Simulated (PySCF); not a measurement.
Isomers of C8H13F, mass 128.100 u with the commonest isotopes. The calculation used PBE0-D3(BJ)/def2-SVP geometry optimisation, gas phase in PySCF 2.14.0. One conformer each, none proved a minimum here; rigid rotors.

Question: Order these by rotational constant A, smallest first.
A. `[CH3:1][C@@H:2]1[C@H:3]2[CH2:4][CH2:5][C@@H:6]([F:7])[CH2:8][C@@H:9]12` with C1–C2–C3–C4 141°, C2–C3–C4–C5 52°, C3–C4–C5–C6 50°, C4–C5–C6–F7 173°
B. `[F:1]/[C:2]1=[CH:3]\[CH2:4][CH2:5][CH2:6][CH2:7][CH2:8][CH2:9]1` with C2–C3–C4–C5 83°, C3–C4–C5–C6 -50°, C4–C5–C6–C7 81°, C5–C6–C7–C8 -114°
C. `[F:1][C@:2]12[CH2:3][CH2:4][CH2:5][C@H:6]1[CH2:7][CH2:8][CH2:9]2` with F1–C2–C3–C4 -145°, C2–C3–C4–C5 40°, C3–C4–C5–C6 -39°, C4–C5–C6–C7 -93°

Answer: B (2111 MHz), C (2244 MHz), A (3235 MHz).

Question: Order these by radius of gyration √(Σ m r²/M), largest first.
A. `[CH3:1][C@@H:2]1[C@H:3]2[CH2:4][CH2:5][C@@H:6]([F:7])[CH2:8][C@@H:9]12` with C1–C2–C3–C4 141°, C2–C3–C4–C5 52°, C3–C4–C5–C6 50°, C4–C5–C6–F7 173°
B. `[F:1]/[C:2]1=[CH:3]\[CH2:4][CH2:5][CH2:6][CH2:7][CH2:8][CH2:9]1` with C2–C3–C4–C5 83°, C3–C4–C5–C6 -50°, C4–C5–C6–C7 81°, C5–C6–C7–C8 -114°
C. `[F:1][C@:2]12[CH2:3][CH2:4][CH2:5][C@H:6]1[CH2:7][CH2:8][CH2:9]2` with F1–C2–C3–C4 -145°, C2–C3–C4–C5 40°, C3–C4–C5–C6 -39°, C4–C5–C6–C7 -93°

Answer: A (2.146 Å), B (1.932 Å), C (1.871 Å).

Question: Order these by rotational constant C, largest first.
A. `[F:1]/[C:2]1=[CH:3]\[CH2:4][CH2:5][CH2:6][CH2:7][CH2:8][CH2:9]1` with C2–C3–C4–C5 83°, C3–C4–C5–C6 -50°, C4–C5–C6–C7 81°, C5–C6–C7–C8 -114°
B. `[F:1][C@:2]12[CH2:3][CH2:4][CH2:5][C@H:6]1[CH2:7][CH2:8][CH2:9]2` with F1–C2–C3–C4 -145°, C2–C3–C4–C5 40°, C3–C4–C5–C6 -39°, C4–C5–C6–C7 -93°
C. `[CH3:1][C@@H:2]1[C@H:3]2[CH2:4][CH2:5][C@@H:6]([F:7])[CH2:8][C@@H:9]12` with C1–C2–C3–C4 141°, C2–C3–C4–C5 52°, C3–C4–C5–C6 50°, C4–C5–C6–F7 173°

Answer: B (1333 MHz), A (1208 MHz), C (912.7 MHz).

```
                            SMILES  point group  Ia (u·Å²)  Ib (u·Å²)  Ic (u·Å²)      κ  μa (D)  μb (D)  μc (D)
C[C@@H]1[C@H]2CC[C@@H](F)C[C@@H]12           C1     156.24     469.45     553.70  -0.86    1.70    0.65    0.57
              F[C@]12CCC[C@H]1CCC2           C1     225.24     292.37     379.12  -0.13    0.44    1.29    0.95
                    F/C1=C\CCCCCC1           C1     239.40     298.93     418.30   0.07    0.12    1.27    0.88
```
